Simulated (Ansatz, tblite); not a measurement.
Cost and result up the ladder for `OB(O)C12CC3CC(CC(C3)C1)C2` (30 atoms). The state is a singlet with charge 0. Geometry: PBE-D4/def2-SVP.

```xyz
30

O     3.356    0.488    0.377
B     2.506   -0.560    0.095
O     2.939   -1.843   -0.157
C     0.949   -0.251    0.047
C     0.501    0.454    1.358
C    -0.997    0.812    1.295
C    -1.826   -0.473    1.103
C    -1.407   -1.166   -0.209
C    -1.657   -0.212   -1.394
C    -0.829    1.074   -1.205
C    -1.246    1.764    0.108
C     0.669    0.715   -1.141
C     0.091   -1.524   -0.146
H     4.301    0.256    0.381
H     3.905   -1.956   -0.124
H     1.108    1.370    1.519
H     0.691   -0.212    2.228
H    -1.297    1.312    2.242
H    -2.911   -0.229    1.079
H    -1.669   -1.160    1.963
H    -2.004   -2.094   -0.346
H    -1.378   -0.709   -2.348
H    -2.739    0.037   -1.464
H    -1.006    1.761   -2.061
H    -0.667    2.704    0.245
H    -2.319    2.051    0.066
H     1.278    1.637   -1.028
H     0.982    0.238   -2.096
H     0.398   -2.050   -1.075
H     0.277   -2.235    0.688
```

Ansatz on 4 threads of Intel Xeon on a shared host; xTB runs through tblite on one thread. Times are rough, summed over both states, and most runs start from the orbitals of an earlier one. PBE0-D4/def2-SVP serves as the yardstick here, not as an exact answer. The other state is a doublet.

The xTB rows come from tblite.

Raw xTB energies of ions are shifted by several eV.

| level | functions | wall time |
| --- | --- | --- |
| GFN2-xTB | 69 | 0.13 s |
| GFN1-xTB | 86 | 0.2 s |
| PBE-D4/def2-SVP | 267 | 38 s |
| PBE0-D4/def2-SVP | 267 | 87 s |

(1) Estimate what each level gives for the vertical IE (eV).

## Answers

(1) 
```json
{"level": "GFN2-xTB", "vertical IE (eV)": "12.56", "difference from PBE0-D4/def2-SVP (eV)": "3.64"}
{"level": "GFN1-xTB", "vertical IE (eV)": "13.79", "difference from PBE0-D4/def2-SVP (eV)": "4.88"}
{"level": "PBE-D4/def2-SVP", "vertical IE (eV)": "8.43", "difference from PBE0-D4/def2-SVP (eV)": "-0.49"}
{"level": "PBE0-D4/def2-SVP", "vertical IE (eV)": "8.91", "difference from PBE0-D4/def2-SVP (eV)": "0.00"}
```
